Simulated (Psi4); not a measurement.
MP2, SCS-MP2 and SOS-MP2 from spin components

System: H3BCl2OSi (SMILES [SiH3]OB(Cl)Cl), singlet, geometry from GFN2-xTB. Level: Psi4 with MP2/def2-SVP. Sums are taken with unrounded values, so a last digit can differ.

Input for Psi4:
```
memory 2 GB

molecule {
0 1
  B     0.00335835    0.06014520    0.48001600
  Cl   -0.46635317   -0.71762729    1.95747438
  Cl    0.77651618    1.62152095    0.57308637
  O    -0.22201043   -0.51885801   -0.66361242
  Si   -0.20591187   -0.66870573   -2.29447209
  H     0.45328283    0.49451383   -2.88360965
  H    -1.62644918   -0.74278325   -2.61769739
  H     0.54245282   -1.90590461   -2.48679731
}

set basis def2-svp
set freeze_core true

energy('mp2')
print_variables()
```

It gave an SCF energy of -1308.946739 Eh, a same-spin correlation energy of -0.158089 Eh and an opposite-spin one of -0.464956 Eh.

Q: Work out the MP2, SCS-MP2 (6/5 and 1/3) and SOS-MP2 (1.3 and 0) correlation and total energies.

A: MP2: -0.464956 + (-0.158089) = -0.623045 Eh, total -1309.569784 Eh, as the program printed. SCS-MP2: 1.2 × (-0.464956) + (-0.158089)/3 = -0.610644 Eh, total -1309.557383 Eh. SOS-MP2: 1.3 × (-0.464956) = -0.604443 Eh, total -1309.551182 Eh. Opposite spins carry 75 % of the MP2 correlation; same-spin pairs are already kept apart by exchange.
